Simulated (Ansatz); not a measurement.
`C[SiH2][SiH](O)F`, relaxed with RKS PBE-D4/def2-SVP in Ansatz 0.2.0 from a rough embedded geometry. The force threshold is 0.03 eV/Å; the program also tests the step.

Charge 0, multiplicity 1.

Start:

```xyz
12

C     1.414   -0.065    1.074
Si   -0.118   -0.889    0.674
Si   -1.028    0.181   -1.163
O    -1.348    1.708   -0.913
F    -0.047    0.101   -2.437
H     2.198   -0.115    0.286
H     1.925   -0.555    1.967
H     1.311    0.958    1.339
H    -1.062   -0.853    1.881
H     0.122   -2.336    0.405
H    -2.347   -0.468   -1.531
H    -1.019    2.334   -1.582
```

```tsv
step	energy (eV)	largest force (eV/Å)	largest move (Å)
1	-21648.6288	3.089	0.000
2	-21648.9634	1.269	0.194
3	-21649.0839	0.465	0.126
4	-21649.1019	0.261	0.046
5	-21649.1184	0.193	0.069
6	-21649.1388	0.523	0.163
7	-21649.1582	0.274	0.200
8	-21649.1647	0.169	0.043
9	-21649.1661	0.218	0.043
10	-21649.1688	0.017	0.031
```

End:

```xyz
12

C     1.501   -0.055    1.120
Si   -0.125   -0.925    0.690
Si   -1.023    0.129   -1.202
O    -1.019    1.758   -0.807
F    -0.002   -0.131   -2.472
H     2.222   -0.160    0.285
H     1.957   -0.480    2.037
H     1.316    1.026    1.281
H    -1.116   -0.829    1.823
H     0.094   -2.387    0.396
H    -2.378   -0.309   -1.697
H    -1.427    2.362   -1.452
```

It took 23 s on 4 threads of an Arm Neoverse N1 on a shared host, with 0.16 GiB of host memory at the peak.
